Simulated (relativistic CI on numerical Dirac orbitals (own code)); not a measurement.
# Radial parameters of Au61+

Method of calculation: Dirac-Coulomb-Breit CI, orbitals from a KLI potential per configuration, QED by a radiative potential, unscaled Slater integrals (own radial code, finite nucleus).

Slater integrals F^k, G^k are unscaled and averaged over j, outside the closed core [Ne]; ζ comes from projecting the Hamiltonian with its Breit term on Σ l·s of the shell.

- 3s2 3p5 3d: ζ(3p) = 2.5476e+06, F^2(3p,3d) = 579570, G^1(3p,3d) = 603910, G^3(3p,3d) = 406910, ζ(3d) = 341900 cm⁻¹; <r>(3p) = 0.1698, <r^2>(3p) = 0.03347, <r>(3d) = 0.1513, <r^2>(3d) = 0.02644 (bohr units).
- 3s 3p6 3d: G^2(3s,3d) = 469000, ζ(3d) = 343200 cm⁻¹; <r>(3s) = 0.1719, <r^2>(3s) = 0.03385, <r>(3d) = 0.1514, <r^2>(3d) = 0.02647 (bohr units).
- 3s2 3p5 4s: ζ(3p) = 2.5686e+06, G^1(3p,4s) = 78890 cm⁻¹; <r>(3p) = 0.1691, <r^2>(3p) = 0.03321, <r>(4s) = 0.324, <r^2>(4s) = 0.1184 (bohr units).

Averages of the first 10 configurations, taken without configuration mixing, which lowers the lowest level and can move excited configurations by several eV; other configurations of the list can lie among them:

```csv
Configuration,Parity,States,Average energy above the lowest level (eV)
3s2 3p6,even,1,0.5
3s2 3p5 3d,odd,60,500.5
3s 3p6 3d,even,20,1058.5
3s2 3p5 4s,odd,12,2984.1
3s2 3p5 4p,even,36,3198.9
3s2 3p5 4d,odd,60,3405.9
3s 3p6 4s,even,4,3545.0
3s2 3p5 4f,even,84,3535.8
3p6 3d2,even,45,2129.6
3p5 3d3,odd,720,2626.9
```
